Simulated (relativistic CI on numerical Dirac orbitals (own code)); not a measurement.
Hyperfine structure of Pb LIV, mass number 207

Method of calculation: Dirac-Coulomb-Breit CI, KLI orbitals optimised for each configuration, a model potential for QED, unscaled Slater integrals (own radial code, finite nucleus).

Configurations in the expansion (outside the closed core [Ar]): 3d10 4s, 3d10 4p, 3d10 4d, 3d10 4f, 3d10 5s, 3d10 5p, 3d10 5d, 3d10 5f, 3d10 5g, 3d9 4p2, 3d10 6s, 3d10 6p, 3d9 4s2, 3d8 4s 4p2, 3d9 4p 4d, 3d10 6d. Levels of other configurations are missing.

Nuclear spin I = 1/2, μ = 0.5906 μN (tables of Stone and Pyykkö). The electronic factors are computed for point nuclear moments, without core polarisation or the Bohr-Weisskopf and QED corrections.

```csv
Level,E (10³ cm⁻¹),A (GHz)
3d10 4s 2S_1/2,0.0,3549
3d10 4p 2P°_1/2,952.7,1162
3d10 4p 2P°_3/2,2359.9,110.4
3d10 4d 2D_3/2,3791.0,56.97
3d10 4d 2D_5/2,4088.1,22.25
3d10 4f 2F°_5/2,5606.4,12.31
3d10 4f 2F°_7/2,5688.3,6.665
3d10 5s 2S_1/2,10543.9,1677
```

Levels with J = 0, under 50 % of one LS term, or S terms without an open s electron are left out. Small factors come from cancelling terms and can be off by tens of per cent or more.

At this charge energies of transitions that change n are usually good to better than 1 %, and those within a shell (Δn = 0) to a few per cent.

Q: Give the hyperfine levels of 3d10 4s 2S_1/2 relative to its centre of gravity.

A: With K = F(F + 1) − I(I + 1) − J(J + 1), E = AK/2: F = 0: -2662, F = 1: 887.2 GHz.

LS names give the leading component of a level, which can be under half, so a name can repeat, a term be missing and a line seem to break the LS rules.
